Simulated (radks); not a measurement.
Pt V, configuration [Xe] 4f14 5d6 (the NIST ground configuration).

All-electron calculation, non-relativistic Kohn-Sham, PW91, spin-polarised, spherical densities, point nucleus; open shells are filled with parallel spins first (spin-orbit coupling, left out, can overturn this in heavy ions); relativity is left out, which matters for an element this heavy. Program: a radial shooting solver on a logarithmic mesh with Libxc functionals.

Energy parts (eV):
total: -471643.54
kinetic: 471527.72
electron-nucleus: -1119569.53
Hartree: 185507.72
exchange-correlation: -9109.44

Orbitals (lengths in bohr, moments of r in powers of bohr; <r^-3> diverges for s and p1/2; r(max) is where P^2 peaks; r(90%) holds 90 % of the orbital's charge):
| orbital | occ. | eigenvalue (eV) | r(90%) | r(max) | <r^-3> |
|---|---|---|---|---|---|
| 1s up | 1 | -71213.48 | 0.0345 | 0.01288 | - |
| 1s down | 1 | -71213.48 | 0.0345 | 0.01288 | - |
| 2s up | 1 | -11892.58 | 0.125 | 0.07005 | - |
| 2s down | 1 | -11892.21 | 0.125 | 0.07005 | - |
| 2p up | 3 | -11429.54 | 0.112 | 0.05434 | 16760 |
| 2p down | 3 | -11429.26 | 0.112 | 0.05434 | 16760 |
| 3s up | 1 | -2809.223 | 0.301 | 0.1916 | - |
| 3s down | 1 | -2809.078 | 0.301 | 0.1916 | - |
| 3p up | 3 | -2591.572 | 0.293 | 0.1803 | 3636 |
| 3p down | 3 | -2591.423 | 0.293 | 0.1803 | 3636 |
| 3d up | 5 | -2185.408 | 0.266 | 0.1418 | 646.5 |
| 3d down | 5 | -2185.162 | 0.266 | 0.1418 | 646.5 |
| 4s up | 1 | -627.1613 | 0.653 | 0.4281 | - |
| 4s down | 1 | -626.8733 | 0.653 | 0.4282 | - |
| 4p up | 3 | -533.8415 | 0.668 | 0.4276 | 851.2 |
| 4p down | 3 | -533.5336 | 0.667 | 0.4277 | 850.9 |
| 4d up | 5 | -362.5247 | 0.701 | 0.4209 | 133.1 |
| 4d down | 5 | -362.1511 | 0.701 | 0.4210 | 133.2 |
| 4f up | 7 | -134.0191 | 0.808 | 0.3793 | 28.29 |
| 4f down | 7 | -133.5055 | 0.804 | 0.3793 | 28.39 |
| 5s up | 1 | -131.5988 | 1.49 | 0.9553 | - |
| 5s down | 1 | -128.8635 | 1.48 | 0.9511 | - |
| 5p up | 3 | -102.0873 | 1.62 | 1.013 | 144.0 |
| 5p down | 3 | -99.1388 | 1.62 | 1.008 | 146.6 |
| 5d up | 5 | -55.3220 | 2.09 | 1.200 | 14.88 |
| 5d down | 1 | -52.1903 | 2.12 | 1.194 | 14.90 |

The highest occupied level is 5d down at -52.190 eV. Virial ratio -V/T = 2.00025. The spin density at the nucleus is -3.295 e/bohr^3 (1s -0.054, 2s -0.321, 3s -0.237, 4s 0.356, 5s -3.038). For comparison, the ionisation energy in NIST's Atomic Spectra Database is 56 eV (theoretical). In exact Kohn-Sham theory the highest level is minus the ionisation energy, but local and semilocal functionals leave it too shallow, through self-interaction and a potential that decays too fast; potentials with the right tail come closer. The density falls to 0.001 e/bohr^3 at r = 3.11 bohr. Spin moment in Bohr magnetons: 4. The electron density at the nucleus is 3.404e+05 e/bohr^3. Summed over all electrons, <r^2> = 34.12 bohr^2, which gives a Langevin (diamagnetic) susceptibility term of -27 x 10^-6 cm^3/mol.
